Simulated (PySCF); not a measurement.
Screening by computed properties: pick the candidate that meets the target.

Species are written as SMILES; each is one conformer at its optimised geometry, gas phase, non-relativistic unless stated. Electronic properties by PySCF.

The conformers computed, where there is a choice (atom-mapped SMILES and torsion angles):
- `[N:1]#[C:2]/[CH:3]=[CH:4]/[CH2:5][CH2:6][CH2:7][F:8]`: C3–C4–C5–C6 -124°, C4–C5–C6–C7 -177°, C5–C6–C7–F8 65°
- `[CH3:1]/[C:2]([F:3])=[C:4](/[CH3:5])[CH2:6][C:7]#[N:8]`: C2–C4–C6–C7 74°
- `[CH2:1]=[CH:2][S:3][CH2:4][CH2:5][CH2:6][CH3:7]`: C1–C2–S3–C4 0°, C2–S3–C4–C5 180°, S3–C4–C5–C6 66°, C4–C5–C6–C7 -179°

Question: Wanted: dipole moment below 4 D (PBE0/def2-SVPD) and HOMO energy above -7 eV (PBE0/def2-SVPD), at GFN2-xTB geometries. Which candidate meets both?
A. `Cc1pcpc(C#N)p1`
B. `C=CSCCCC`
C. `N#C/C=C/CCCF`
D. `C/C(F)=C(/C)CC#N`

Answer: B. Computed values:
```
         species  dipole moment  HOMO energy
        C=CSCCCC         1.29 D     -6.17 eV
C/C(F)=C(/C)CC#N         3.51 D     -7.24 eV
    N#C/C=C/CCCF         4.34 D     -8.03 eV
  Cc1pcpc(C#N)p1         5.15 D     -7.81 eV
```

Question: Wanted: static isotropic polarisability above 90 au (PBE0/def2-SVPD) and electronic spatial extent ⟨r²⟩ about the centre of nuclear charge above 1600 bohr² (PBE0/def2-SVPD), at GFN2-xTB geometries. Which candidate meets both?
A. `Cc1pcpc(C#N)p1`
B. `C/C(F)=C(/C)CC#N`
C. `C=CSCCCC`
D. `N#C/C=C/CCCF`

Answer: A. Computed values:
```
         species  static isotropic polarisability  electronic spatial extent ⟨r²⟩ about the centre of nuclear charge
C/C(F)=C(/C)CC#N                          74.9 au                                                         1041 bohr²
    N#C/C=C/CCCF                          80.6 au                                                         1730 bohr²
        C=CSCCCC                          96.6 au                                                         1458 bohr²
  Cc1pcpc(C#N)p1                         141.8 au                                                         1834 bohr²
```

Question: Wanted: HOMO–LUMO gap below 6.5 eV (PBE0/def2-SVPD) and lowest triplet excitation (Tamm–Dancoff) below 3.8 eV (TDA PBE0/def2-SVPD), at GFN2-xTB geometries. Which candidate meets both?
A. `C/C(F)=C(/C)CC#N`
B. `Cc1pcpc(C#N)p1`
C. `N#C/C=C/CCCF`
D. `C=CSCCCC`

Answer: B. Computed values:
| species | HOMO–LUMO gap | lowest triplet excitation (Tamm–Dancoff) |
| --- | --- | --- |
| Cc1pcpc(C#N)p1 | 4.45 eV | 2.43 eV |
| C=CSCCCC | 6.41 eV | 3.88 eV |
| N#C/C=C/CCCF | 6.58 eV | 3.70 eV |
| C/C(F)=C(/C)CC#N | 7.24 eV | 4.18 eV |
